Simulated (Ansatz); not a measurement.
Molecule: SeF3 (charge +1, singlet). 
Geometry from a B3LYP-D3(BJ)/def2-TZVP (Ansatz, a first-principles code) optimisation:
```
Se
F 1 1.6652
F 1 1.6652 2 97.43
F 1 1.6652 2 97.43 3 -98.54
```
Charge +1, spin multiplicity 1.

Total electronic energies in hartree. Correlated levels leave the core frozen unless marked. Spin-orbit coupling is left out. Frozen are the shells of the preceding noble gas and the d and f shells that filled before the atom's block. Non-relativistic. CBS(X,Y): correlation extrapolated as X^-3; Hartree-Fock from the larger set. The bracket is a focal-point correction in the basis named.

```
level                                                                 program  energy (Eh)
-------------------------------------------------------------  --------------  -----------
HF/STO-3G                                                              Ansatz  -2667.27145
HF/aug-cc-pVDZ                                                         Ansatz  -2697.76980
RI-HF/aug-cc-pVQZ                                                      Ansatz  -2697.97495
PBE-D4/def2-TZVPD                                              Ansatz + dftd4  -2700.22965
PBE0/STO-3G                                                            Ansatz  -2669.21449
PBE0/def2-TZVPD                                                        Ansatz  -2700.27938
BHLYP-D4/def2-TZVPD                                            Ansatz + dftd4  -2700.71269
B2GP-PLYP-D3(BJ)/def2-TZVPD                                    Ansatz + dftd3  -2700.08881
B2GP-PLYP-D4/def2-TZVPD                                        Ansatz + dftd4  -2700.08820
MP2/aug-cc-pVDZ                                                        Ansatz  -2698.52332
RI-MP2/aug-cc-pVTZ                                                     Ansatz  -2698.88660
CCSD/aug-cc-pVDZ                                                       Ansatz  -2698.52735
CCSD(T)/cc-pVDZ                                                        Ansatz  -2698.43455
RI-MP2/CBS(aug-cc-pVTZ,aug-cc-pVQZ)+[CCSD(T)-MP2]/aug-cc-pVDZ          Ansatz   -2699.0657
RI-MP2/CBS(aug-cc-pVTZ,aug-cc-pVQZ)+[CCSD(T)-MP2]/aug-cc-pVTZ          Ansatz   -2699.0710
```

Totals of different functionals don't rank their quality; only differences between species are comparable.
